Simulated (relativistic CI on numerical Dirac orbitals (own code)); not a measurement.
Ligand-field terms of d5

Computed with a parametric ligand-field model of a d^n configuration (Racah B and C, spin-orbit zeta, crystal field), exact diagonalisation.

Field parameters in Wybourne normalisation: D3d B²₀ = −7Dσ, B⁴₀ = −14Dq − 21Dτ, B⁴₃ = −14√(10/7) Dq; Oh B⁴₀ = 21Dq, B⁴₄ = √(5/14) B⁴₀; Td as Oh with Dq negative (B⁴₀ = 21Dq, B⁴₄ = √(5/14) B⁴₀). The field is a parameter set, without covalency.

(1) Ground term and bands for B = 540, C = 2010, ζ = 0 cm⁻¹, Oh, 10Dq = 38750 cm⁻¹?

(2) Ground term and bands for B = 920, C = 4490, ζ = 0 cm⁻¹, Td, 10Dq = -2200 cm⁻¹?

(3) Ground term and bands for B = 950, C = 3520, ζ = 0 cm⁻¹, D3d, 10Dq = 20750, Dσ = 700, Dτ = 490 cm⁻¹?

(4) Ground term and bands for B = 380, C = 1800, ζ = 0 cm⁻¹, D3d, 10Dq = 21050, Dσ = -1200, Dτ = 280 cm⁻¹?

(5) Ground term and bands for B = 960, C = 4660, ζ = 0 cm⁻¹, D3d, 10Dq = 18600, Dσ = 1200, Dτ = 230 cm⁻¹?

Results:

(1) Ground term 2T2 with 0.02 electrons in the two orbitals of the cubic e set. Spin-allowed: 2A2 35779 cm⁻¹ (279 nm), 2T1 35978 cm⁻¹ (278 nm), 2T2 37614 cm⁻¹ (266 nm), 2E 38701 cm⁻¹ (258 nm). Lowest spin-forbidden: 4T1 28645 cm⁻¹ (349 nm), 4T2 32845 cm⁻¹ (304 nm), 6A1 50096 cm⁻¹ (200 nm).

(2) Ground term 6A1 with 2.00 electrons in the two orbitals of the cubic e set. Spin-allowed: none. Lowest spin-forbidden: 4T1 31036 cm⁻¹ (322 nm), 4T2 31545 cm⁻¹ (317 nm), 4A1+E 31650 cm⁻¹ (316 nm). A high-spin d5 ion has no spin-allowed d-d band, hence its pale colour.

(3) Ground term 2E with 0.07 electrons in the two orbitals of the cubic e set. Spin-allowed: 2A1 5342 cm⁻¹ (1872 nm), 2E 19098 cm⁻¹ (524 nm), 2A2 19598 cm⁻¹ (510 nm), 2A1 20812 cm⁻¹ (480 nm). Lowest spin-forbidden: 6A1 604 cm⁻¹, 4E 6073 cm⁻¹ (1647 nm), 4A2 9691 cm⁻¹ (1032 nm).

(4) Ground term 2A1 with 0.02 electrons in the two orbitals of the cubic e set. Spin-allowed: 2E 623 cm⁻¹, 2A2 20239 cm⁻¹ (494 nm), 2A2 20510 cm⁻¹ (488 nm), 2E 20716 cm⁻¹ (483 nm). Lowest spin-forbidden: 4A2 13984 cm⁻¹ (715 nm), 4E 14326 cm⁻¹ (698 nm), 4A1 16406 cm⁻¹ (610 nm).

(5) Ground term 6A1 with 2.00 electrons in the two orbitals of the cubic e set. Spin-allowed: none. Lowest spin-forbidden: 4E 15641 cm⁻¹ (639 nm), 2E 16760 cm⁻¹ (597 nm), 4A2 18409 cm⁻¹ (543 nm). A high-spin d5 ion has no spin-allowed d-d band, hence its pale colour.
